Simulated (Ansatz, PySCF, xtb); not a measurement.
Process, species as SMILES: F[C](F)(F)[GeH3] + 3 C (CH4) → 3 CF (CH3F) [fluoromethane] + [CH3][GeH3] [methylgermane]
Structures are relaxed separately at B3LYP-D3(BJ)/def2-TZVP in Ansatz (a first-principles code). Frequencies are from Ansatz or PySCF.

Wanted: bond separation energy (enthalpy at 298 K, with B3LYP-D3(BJ) rigid-rotor harmonic-oscillator terms), in kJ/mol. Valence correlation only, unless marked. Spin-orbit coupling is left out. The frozen core is the preceding noble-gas configuration, with the filled d and f shells of earlier blocks. No relativistic terms. Basis-set limits of correlation are two-point, X^-3; Hartree-Fock from the larger set.

| level | program | bond separation energy (kJ/mol) |
|---|---|---|
| GFN1-xTB | xtb | 122.3 |
| GFN2-xTB | xtb | 93.4 |
| BHLYP/def2-TZVPD | Ansatz | 110.0 |
| LC-wPBE-D4/def2-TZVPD | Ansatz + dftd4 | 123.8 |
| MP2/aug-cc-pVDZ | Ansatz | 111.7 |
| MP2/cc-pVQZ | Ansatz | 124.2 |
| CCSD(T)/CBS(cc-pVTZ,cc-pVQZ) | Ansatz | 121.3 |
